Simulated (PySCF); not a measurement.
Isomers of C6H8N2, mass 108.069 u with the commonest isotopes. Computed with PBE0-D3(BJ)/def2-SVP geometry optimisation, gas phase in PySCF. One conformer each, none proved a minimum here; rigid rotors.

**Question.** Order these by rotational constant A, largest first.
A. `[N:1]#[C:2][CH2:3][C@H:4]1[CH:5]=[N:6][CH2:7][CH2:8]1` with C2–C3–C4–C5 180°
B. `Nc1ccccc1N` (o-phenylenediamine)
C. `[N:1]#[C:2][CH2:3][CH2:4][CH2:5][CH2:6][C:7]#[N:8]` with C2–C3–C4–C5 -61°, C3–C4–C5–C6 180°, C4–C5–C6–C7 61° (adiponitrile)
D. `[NH2:1][CH2:2][c:3]1[cH:4][cH:5][n:6][cH:7][cH:8]1` with H–N1–C2–C3 -58° and 58°, N1–C2–C3–C4 -88° (4-(aminomethyl)pyridine)

**Answer.** C (6235 MHz), A (5529 MHz), D (4819 MHz), B (3364 MHz).

**Question.** Order these by rotational constant C, largest first.
A. `[N:1]#[C:2][CH2:3][CH2:4][CH2:5][CH2:6][C:7]#[N:8]` with C2–C3–C4–C5 -61°, C3–C4–C5–C6 180°, C4–C5–C6–C7 61°
B. `[N:1]#[C:2][CH2:3][C@H:4]1[CH:5]=[N:6][CH2:7][CH2:8]1` with C2–C3–C4–C5 180°
C. `[NH2:1][CH2:2][c:3]1[cH:4][cH:5][n:6][cH:7][cH:8]1` with H–N1–C2–C3 -58° and 58°, N1–C2–C3–C4 -88° (4-(aminomethyl)pyridine)
D. o-phenylenediamine, `Nc1ccccc1N`

**Answer.** D (1341 MHz), C (1229 MHz), B (1075 MHz), A (772.5 MHz).

**Question.** Order these by out-of-plane moment Σ m c² = (Ia + Ib − Ic)/2, smallest first.
A. `[N:1]#[C:2][CH2:3][CH2:4][CH2:5][CH2:6][C:7]#[N:8]` with C2–C3–C4–C5 -61°, C3–C4–C5–C6 180°, C4–C5–C6–C7 61°
B. `[N:1]#[C:2][CH2:3][C@H:4]1[CH:5]=[N:6][CH2:7][CH2:8]1` with C2–C3–C4–C5 180°
C. `[NH2:1][CH2:2][c:3]1[cH:4][cH:5][n:6][cH:7][cH:8]1` with H–N1–C2–C3 -58° and 58°, N1–C2–C3–C4 -88° (4-(aminomethyl)pyridine)
D. o-phenylenediamine, `NC1=CC=CC=C1N`

**Answer.** D (0.83 u·Å²), A (11.80 u·Å²), B (16.05 u·Å²), C (18.99 u·Å²).

| SMILES | point group | Ia (u·Å²) | Ib (u·Å²) | Ic (u·Å²) | κ | μa (D) | μb (D) | μc (D) |
| --- | --- | --- | --- | --- | --- | --- | --- | --- |
| N#CCCCCC#N | Ci | 81.06 | 596.78 | 654.23 | -0.97 | 0.00 | 0.00 | 0.00 |
| N#CC[C@H]1C=NCC1 | C1 | 91.40 | 410.87 | 470.18 | -0.93 | 1.67 | 0.97 | 0.02 |
| NCc1ccncc1 | Cs | 104.88 | 344.18 | 411.08 | -0.87 | 1.27 | 0.00 | 0.11 |
| Nc1ccccc1N | C2 | 150.24 | 228.15 | 376.73 | -0.14 | 1.73 | 0.00 | 0.00 |
